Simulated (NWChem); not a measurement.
Species: ZnHOCl; SMILES [OH][Zn][Cl]

```xyz
4

Zn    -0.2365     0.3234     0.0000
Cl     0.1143    -1.7396     0.0000
O     -0.6878     2.0134     0.0000
H      0.0519     2.6383     0.0000
```
Atoms are numbered in this order, from 1.

Level: B3LYP/6-31G* (spherical d) (NWChem), optimised geometry, unscaled harmonic frequencies. B3LYP is NWChem's, with the RPA form of VWN correlation.

**Question.** List the harmonic frequencies with IR intensities, and the thermochemistry.

**Answer.** 
| frequency (cm⁻¹) | IR intensity (km/mol) |
|---|---|
| 111 | 16.6 |
| 115 | 0.0 |
| 404 | 16.2 |
| 729 | 104.2 |
| 807 | 69.1 |
| 3788 | 48.0 |

The zero-point energy is 8.5 kcal/mol and the thermal correction to the enthalpy at 298.15 K (with zero-point energy) comes out as 12.1 kcal/mol. The heat capacity Cv is 12.7 cal/(mol K) and the entropy at 298.15 K and 1 atm (symmetry number 1) is 69.8 cal/(mol K). The dipole moment is 2.22 D.

Rigid rotor and harmonic oscillator.
